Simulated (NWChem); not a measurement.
**Atomisation of C3H4FNSi**

```
C
F 1 1.3218
C 1 1.3461 2 124.28
H 3 1.0935 1 125.11 2 0.00
C 3 1.4850 4 122.92 1 180.00
N 5 1.2833 3 121.91 4 180.00
H 5 1.1050 6 120.10 3 180.00
Si 6 1.7674 5 106.80 7 180.00
H 8 1.4887 6 112.66 5 116.95
H 8 1.4887 9 110.68 6 -127.16
```
Charge 0, spin multiplicity 1.

Everything below was run with NWChem. The geometry was optimised at PBE0/def2-SVP, a minimum by its harmonic frequencies. It is one conformer; others weren't searched.

Basis set: def2-SVP. The atomisation energy is electronic alone: no zero-point, thermal, spin-orbit or counterpoise terms. No value is extrapolated to the basis-set limit. Free atoms are single determinants with multiplicities F 2, C 3, N 4, Si 3, H 2.

B3LYP has NWChem's definition, with VWN1-RPA local correlation. The structure started from a generated list of species. The stability of the SCF solutions was not checked. Open-shell Hartree-Fock references start from PBE0 orbitals.

Q: For the atomisation energy, HF gives 694.2 kcal/mol and BHandHLYP gives 949.9 kcal/mol. What do B3LYP, PBE0, BP86 give?

A: B3LYP: 989.3 kcal/mol; PBE0: 1002.1 kcal/mol; BP86: 1031.4 kcal/mol.
